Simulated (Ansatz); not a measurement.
Consider the formal exchange of groups at a B–Se bond: `C[Se]B[SiH3]` + SiH₄ → `[SiH3]B[SiH3]` + `C[SeH]`.

Gas-phase electronic energies from Ansatz, PBE0-D4/def2-TZVP geometries. CCSD(T)/CBS adds triple-zeta CCSD(T) − MP2 to the extrapolated MP2 energy (def2 sets, frozen cores). This one scheme is used for every species. DFT in def2-TZVPP. For Se outer-core shells are correlated without core-valence functions, which leaves a few kJ/mol of doubt a bond. Scalar relativity is left out up to krypton. One conformer a species, not always the lowest.

**Question.** Is it downhill or uphill in electronic energy at CCSD(T)/CBS, and by how much? (Best estimate.)

**Answer.** The calculation gave: Uphill: ΔE = +130.2 kJ/mol.

**Question.** What do these levels give: PBE0-D4, BHLYP-D4, BLYP, PBE0, RPA@PBE/def2-TZVPP, CCSD(T)/def2-SVP? (Estimate.)

**Answer.** Ansatz gave: PBE0-D4 124.5, BHLYP-D4 123.4, BLYP 123.2, PBE0 122.9, RPA@PBE/def2-TZVPP 130.5, CCSD(T)/def2-SVP 131.3 kJ/mol.

Largest T1 diagnostic among the species: 0.014.

The D4 term adds +3.1 kJ/mol with B3LYP and +1.6 kJ/mol with PBE0; it sums over pairs of atoms, weighted by their polarisabilities, and B3LYP, whose exchange is more repulsive, gets the larger term. In def2-TZVPP, CCSD(T) changes the Hartree–Fock value by +18.6 kJ/mol (the triples alone add +5.5 kJ/mol) and MP2 by +29.7 kJ/mol. Leaving LDA and LC-ωPBE aside and taking each functional with its dispersion term where it has one, the values, not all of them listed here, spread over 9.4 kJ/mol, from ωB97X-V to PBE-QIDH. LDA lies +7.0 kJ/mol from PBE without D4.

B3LYP here is the variant with VWN-RPA as its local correlation; programs differ in this.
